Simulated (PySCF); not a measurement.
**Chromium: a sound run and one with changed settings**

Sound run: Cr [Ar] 3d5 4s1, Cr⁺ [Ar] 3d5. Calculation: PySCF 2.14, in cc-pVTZ; the non-relativistic Hamiltonian (point nucleus). In the sound run the correlated levels freeze [Ar]. The sound run starts from symmetry-adapted Hartree-Fock orbitals and uses a fine grid where one is needed.

Changed run: scalar relativity by spin-free X2C-1e. This setting is unsound on purpose.

```csv
species,method,sound run (hartree),changed run (hartree),converged
Cr,UHF,-1043.35591,-1048.63770,yes
Cr,PBE,-1044.22321,-1049.50266,yes
Cr,M06-2X,-1044.38683,-1049.66601,yes
Cr,MP2,-1043.44905,-1048.73189,yes
Cr⁺,UHF,-1043.13897,-1048.41731,yes
Cr⁺,PBE,-1043.95613,-1049.23102,yes
Cr⁺,M06-2X,-1044.14786,-1049.42344,yes
Cr⁺,MP2,-1043.21526,-1048.49405,yes
```

Ionisation energy of Cr:

```
 method  sound run (eV)  changed run (eV)
    UHF           5.903             5.997
    PBE           7.267             7.392
 M06-2X           6.503             6.601
    MP2           6.362             6.472
SCS-MP2           6.056             6.155
```

Most of the change in total energy is the relativistic energy itself. On top of that the contraction fixes the core shape for the Hamiltonian it was made with, so the changed run is not a good calculation with the other Hamiltonian either.

For comparison, NIST gives 6.767 eV between the lowest levels.
